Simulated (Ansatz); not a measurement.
```yaml
crystal:
  periodic: [false, false, false]
  atoms:
    - {symbol: C, position_ang: [-1.502033, -1.405025, 0.097090]}
    - {symbol: C, position_ang: [-0.186062, -1.162382, 0.045342]}
    - {symbol: Si, position_ang: [0.580958, 0.463546, 0.002099]}
    - {symbol: O, position_ang: [1.857597, 0.325166, -0.955008]}
    - {symbol: O, position_ang: [-0.555772, 1.610716, -0.502538]}
    - {symbol: O, position_ang: [1.139506, 1.061543, 1.460807]}
    - {symbol: H, position_ang: [-2.181381, -0.520612, -0.067358]}
    - {symbol: H, position_ang: [-1.935883, -2.376111, 0.126432]}
    - {symbol: H, position_ang: [0.482931, -2.037048, 0.198684]}
    - {symbol: H, position_ang: [2.540457, 1.035240, -0.906767]}
    - {symbol: H, position_ang: [-0.865266, 1.504125, -1.363822]}
    - {symbol: H, position_ang: [0.508571, 1.511926, 2.062826]}
basis:
  gaussian: {orbitals: ANO-RCC-VTZP}
hamiltonian: {xc: {name: HF}}
correlation: {active_space: {window: {electrons: 3, orbitals: 2}}}
output: {forces: true}
```

```sh
$ ansatz run in.yaml --threads 4 --pin off --events-out ev --progress --plain --max-ram 10444MiB
```

It prints (some lines left out):

```
Functional definition: HF
1565 factors; integrals over basis functions are off by at most 1.0e-3 eV
mean field evaluation 1: about -16152.7595 eV, gradient 5.9e1 eV
mean field evaluation 2: about -16152.9275 eV, gradient 6.0e1 eV
mean field evaluation 4: about -16159.2657 eV, gradient 4.2e0 eV
mean field evaluation 8: about -16159.3328 eV, gradient 7.5e-2 eV
mean field -16159.33279001 eV, -593.8445268439 hartree, gradient 1.7e-6 eV, S^2 0.000000; 0 other end points of the search recorded, 0 dependent functions left out
reference -16159.33279001 eV, -593.8445268439 hartree; 28, 28 occupied and 240, 240 virtual orbitals, 1565 factors
Error: 3 electrons in 2 orbitals form no window around the highest filled level of the reference
```

In this input the active space doesn't fit the electrons. The run stopped with an error.
